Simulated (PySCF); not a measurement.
silylphosphine (H5PSi), SMILES P[SiH3].

Geometry: B3LYP-D3(BJ)/def2-TZVP.

Two levels are set side by side: PBE/def2-TZVPD (PySCF) and M06-2X/def2-TZVPD (PySCF). Same geometry, gas phase. Differences are taken from unrounded values.

| quantity | PBE |
|---|---|
| orbital gap (eV) | 5.77 |
| highest occupied level (eV) | -6.52 |
| lowest empty level (eV) | -0.75 |
| dipole moment (D) | 0.62 |
| mean polarisability (bohr³) | 61.4 |

### Question
These are the PBE values. What does M06-2X give? (An estimate is asked for; the answer gives what the named calculation found.)

### Answer

| quantity | M06-2X | PBE minus M06-2X |
|---|---|---|
| orbital gap (eV) | 8.95 | -3.18 |
| highest occupied level (eV) | -8.59 | 2.06 |
| lowest empty level (eV) | 0.36 | -1.12 |
| dipole moment (D) | 0.67 | -0.05 |
| mean polarisability (bohr³) | 59.0 | 2.4 |

Without exact exchange PBE keeps part of each electron's self-repulsion, which lifts occupied levels and narrows the gap. PBE's more diffuse valence density responds more strongly to a field. Differences between two approximate levels are no errors against the true value.

Rough cost on one machine, each run with all the roots and properties that it gave: M06-2X against PBE about 3 times.
